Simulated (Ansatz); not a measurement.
Geometry optimisation, Ansatz 0.2.0, RKS PBE0-D4/def2-SVP.

Input file:

```yaml
crystal:
  periodic: [false, false, false]
  atoms:
    - { symbol: "N", position_ang: [2.4958, -1.0721, -1.2726] }
    - { symbol: C, position_ang: [1.5817, 0.0475, -0.779] }
    - { symbol: Si, position_ang: [0.329, -0.5749, 0.4889] }
    - { symbol: O, position_ang: [-0.422, -1.8884, -0.0644] }
    - { symbol: Si, position_ang: [-1.1255, 1.1703, 0.9516] }
    - { symbol: "N", position_ang: [-2.5773, 1.0141, 0.0796] }
    - { symbol: H, position_ang: [1.8981, -1.786, -1.6468] }
    - { symbol: H, position_ang: [3.0226, -1.4185, -0.5242] }
    - { symbol: H, position_ang: [2.2182, 0.8534, -0.3059] }
    - { symbol: H, position_ang: [1.0497, 0.4883, -1.6024] }
    - { symbol: H, position_ang: [1.0828, -0.9882, 1.7509] }
    - { symbol: H, position_ang: [-1.1295, -1.7001, -0.7399] }
    - { symbol: H, position_ang: [-1.6004, 1.1995, 2.3709] }
    - { symbol: H, position_ang: [-0.5844, 2.5057, 0.624] }
    - { symbol: H, position_ang: [-3.1312, 1.832, 0.1896] }
    - { symbol: H, position_ang: [-3.1304, 0.2948, 0.524] }
basis:
  gaussian: { orbitals: def2-SVP }
hamiltonian:
  xc: pbe0
  dispersion: d4
relax:
  f_tol: 0.015
  max_steps: 40
output:
  orbitals: {}
```

Launched with:

```bash
$ ansatz run input.yaml --threads 2 --pin off --max-ram 3072MiB --backend cpu --events-out ev --progress --plain --runs-dir out
```

Q: Where does it end, and by what steps?

A: The run converged. After 18 steps the energy has fallen by 0.693 eV; O4 moved furthest, 0.90 Å.

```
step  energy less start (eV)  largest force component (eV/Å)  accepted
   0                  0.0000                           2.829       yes
   1                 -0.4659                           1.156       yes
   2                 -0.5588                           0.437       yes
   3                 -0.5884                           0.321       yes
   4                 -0.6099                           0.257       yes
   5                 -0.6282                           0.295       yes
   6                 -0.6388                           0.757       yes
   7                 -0.6591                           0.364       yes
   8                 -0.6738                           0.151       yes
   9                 -0.6736                           0.251        no
  10                 -0.6776                           0.152       yes
  11                 -0.6874                           0.129       yes
  12                 -0.6901                           0.119       yes
  13                 -0.6915                           0.086       yes
  14                 -0.6923                           0.069       yes
  15                 -0.6930                           0.067       yes
  16                 -0.6933                           0.054       yes
  17                 -0.6934                           0.029       yes
  18                 -0.6935                           0.012       yes
```

```xyz
16
Properties=species:S:1:pos:R:3
N 2.527 -1.117 -1.233
C 1.942 0.046 -0.568
Si 0.358 -0.402 0.362
O -0.604 -1.276 -0.702
Si -1.171 1.305 0.907
N -2.672 0.484 0.459
H 1.817 -1.572 -1.808
H 2.811 -1.813 -0.545
H 2.686 0.503 0.106
H 1.718 0.818 -1.325
H 0.734 -1.257 1.539
H -1.506 -0.908 -0.699
H -1.138 1.858 2.303
H -1.059 2.464 -0.034
H -3.454 1.066 0.173
H -3.012 -0.221 1.110
```

Whether the end is a true minimum wasn't checked by a vibrational analysis.

Run time: 88 s on 2 threads of Arm Neoverse V2 (shared host), peak memory 0.41 GiB.
